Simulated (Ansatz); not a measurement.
A nudged elastic band was laid between two geometries of CH6Si + ClH3Si (13 atoms, charge 0, multiplicity 1).

These are results of RKS PBE/def2-SVP in Ansatz 0.2.0, not measurements.

```json
{"movable images": "5", "climbing image": "yes", "spring": "5.0 eV/Å²", "optimiser": "quadratic models (default)", "start path": "through a guess of the saddle point", "force threshold": "0.05 eV/Å", "iteration limit": "60", "end points": "relaxed"}
```

First end point:

```xyz
13
Properties=species:S:1:pos:R:3
Si -1.142 1.612 0.307
C -0.744 1.120 -1.476
H -1.250 0.395 1.191
H -2.459 2.345 0.370
H -0.078 2.516 0.873
Si 1.480 -2.326 0.876
Cl 2.274 -0.428 0.519
H 2.346 -3.025 1.883
H 0.085 -2.174 1.404
H 1.469 -3.093 -0.413
H -1.528 0.452 -1.888
H -0.683 2.017 -2.126
H 0.229 0.590 -1.521
```

Last end point:

```xyz
13
Properties=species:S:1:pos:R:3
Si -0.559 2.222 1.813
C 0.103 -0.755 -1.868
H -0.298 2.945 3.102
H -1.314 0.953 2.070
H -1.329 3.107 0.876
Si 0.437 -1.920 -0.415
Cl 1.276 1.750 0.933
H -0.396 -1.536 0.783
H 0.087 -3.340 -0.781
H 1.889 -1.886 -0.014
H -0.967 -0.781 -2.158
H 0.366 0.286 -1.591
H 0.706 -1.044 -2.753
```

(1) Which bonds break or form, and what moves?

(2) Give the energies along the band, and the barrier.

(3) What is the geometry of the highest image?

## Answers

(1) Bonds broken: Si1–C2, Si6–Cl7. Bonds formed: Si1–Cl7, C2–Si6.

(2) It converged. The highest image is number 3 of 0 to 6, 59.9 kcal/mol above the ends, which have the same energy within 2 meV. Neighbouring images differ by up to 2.1 eV, so the band resolves the path poorly. A vibrational analysis at the climbing image gives one clearly imaginary mode, 275i cm⁻¹: a first-order saddle point. The orbitals stay closed-shell, which can raise the energy where a bond breaks towards radicals; this wasn't checked here.

```
image  path coordinate (Å)  energy (kcal/mol)  Si1–C2 (Å)  Si6–Cl7 (Å)  Si1–Cl7 (Å)
    0                 0.00                0.0        1.89         2.09         3.98
    1                 1.94                0.1        1.89         2.09         3.98
    2                 3.89               11.7        1.91         2.11         3.17
    3                 5.83               59.9        2.10         2.54         2.54
    4                 7.80               11.4        3.28         3.18         2.11
    5                 9.76                0.1        4.25         3.97         2.09
    6                11.73                0.0        4.78         4.00         2.09
```

(3) 
```xyz
13
Properties=species:S:1:pos:R:3
Si -0.442 1.263 0.749
C -0.375 0.094 -0.996
H -0.366 0.691 2.129
H -1.938 1.380 0.495
H 0.051 2.663 0.542
Si 0.552 -1.426 0.124
Cl 2.009 0.606 0.581
H 0.453 -1.529 1.613
H -0.565 -2.333 -0.371
H 1.771 -1.991 -0.539
H -1.386 -0.205 -1.322
H -0.162 1.146 -1.328
H 0.396 -0.357 -1.677
```

The run took 97 s on 2 threads of Arm Neoverse V2, with other jobs on the host, peak memory 0.15 GiB.
